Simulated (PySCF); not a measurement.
A series of related molecules.

All values: wB97X-D/def2-SVPD (PySCF) at PBE0-D3(BJ)/def2-SVP geometries, gas phase, one conformer each. Core orbitals are frozen in the response; Δα² is half the sum of the squared differences of the principal polarisabilities. Atoms past krypton carry effective core potentials. The calculation is non-relativistic apart from the core potentials, for bromine too.

Task: Rank by dipole moment, highest first.
A. ReO3H, `[H][Re](=[O])(=[O])=[O]`
B. ReO3Br, `[O]=[Re](=[O])(=[O])[Br]`
C. ReO3(NH2), `[NH2][Re](=[O])(=[O])=[O]`
D. ReO3(vinyl), `C=[CH][Re](=[O])(=[O])=[O]`
E. ReO3F, `[O]=[Re](=[O])(=[O])[F]`
F. ReO3Me, `[CH3][Re](=[O])(=[O])=[O]`

Result: C (4.37 D), D (3.81 D), F (3.28 D), B (1.97 D), A (1.71 D), E (1.10 D).

Task: Rank by HOMO–LUMO gap, lowest first.
A. `C=[CH][Re](=[O])(=[O])=[O]` (ReO3(vinyl))
B. `[NH2][Re](=[O])(=[O])=[O]` (ReO3(NH2))
C. `[O]=[Re](=[O])(=[O])[F]` (ReO3F)
D. `[O]=[Re](=[O])(=[O])[Br]` (ReO3Br)
E. `[H][Re](=[O])(=[O])=[O]` (ReO3H)

Result: A (9.40 eV), B (9.67 eV), D (9.83 eV), E (10.38 eV), C (10.58 eV).

Task: Rank by vertical ionisation energy (ΔSCF), lowest first.
A. ReO3H, `[H][Re](=[O])(=[O])=[O]`
B. ReO3(OH), `[O]=[Re](=[O])(=[O])[OH]`
C. ReO3(vinyl), `C=[CH][Re](=[O])(=[O])=[O]`

Result: C (11.28 eV), B (11.99 eV), A (12.68 eV).

All values together:

```
                    SMILES              change   formula  μ (D)  HOMO (eV)  LUMO (eV)  α (Å³)  Δα (Å³)  electrons  α per electron (Å³)  ΔSCF removal energy (eV)
   [O]=[Re](=[O])(=[O])[F]              parent     FO3Re   1.10     -12.29      -1.70    6.59     1.12        108                0.061                         –
  [O]=[Re](=[O])(=[O])[Br]     ligand: F to Br    BrO3Re   1.97     -11.72      -1.88    9.84     2.84        134                0.073                         –
  [O]=[Re](=[O])(=[O])[OH]     ligand: F to OH     HO4Re   4.23     -11.60      -0.96    7.37     0.04        108                0.068                     11.99
 [CH3][Re](=[O])(=[O])=[O]     ligand: F to Me   CH3O3Re   3.28     -11.74      -1.29    8.64     0.63        108                0.080                     12.08
C=[CH][Re](=[O])(=[O])=[O]  ligand: F to vinyl  C2H3O3Re   3.81     -11.04      -1.64   10.57     3.97        114                0.093                     11.28
   [H][Re](=[O])(=[O])=[O]      ligand: F to H     HO3Re   1.71     -12.19      -1.81    6.75     1.21        100                0.068                     12.68
 [NH2][Re](=[O])(=[O])=[O]    ligand: F to NH2   H2NO3Re   4.37     -10.96      -1.29    8.13     0.68        108                0.075                     11.28
```

Conformers: `C=[CH][Re](=[O])(=[O])=[O]` (singlet state).

A dash marks a removal energy that wasn't run or isn't settled.

Task: Give the shifts from the parent, `[O]=[Re](=[O])(=[O])[F]`.

Result: 
| SMILES | change in μ (D) | change in HOMO (eV) | change in LUMO (eV) | change in mean α (Å³) |
| --- | --- | --- | --- | --- |
| [O]=[Re](=[O])(=[O])[Br] | +0.87 | +0.57 | -0.18 | +3.25 |
| [O]=[Re](=[O])(=[O])[OH] | +3.13 | +0.69 | +0.74 | +0.78 |
| [CH3][Re](=[O])(=[O])=[O] | +2.18 | +0.55 | +0.41 | +2.05 |
| C=[CH][Re](=[O])(=[O])=[O] | +2.71 | +1.25 | +0.06 | +3.98 |
| [H][Re](=[O])(=[O])=[O] | +0.61 | +0.10 | -0.11 | +0.16 |
| [NH2][Re](=[O])(=[O])=[O] | +3.27 | +1.33 | +0.41 | +1.54 |

Task: By how much does the ΔSCF value exceed −ε(HOMO) over the species that have both?

Result: By 0.24 to 0.50 eV, 0.36 eV on average, over 5 species.
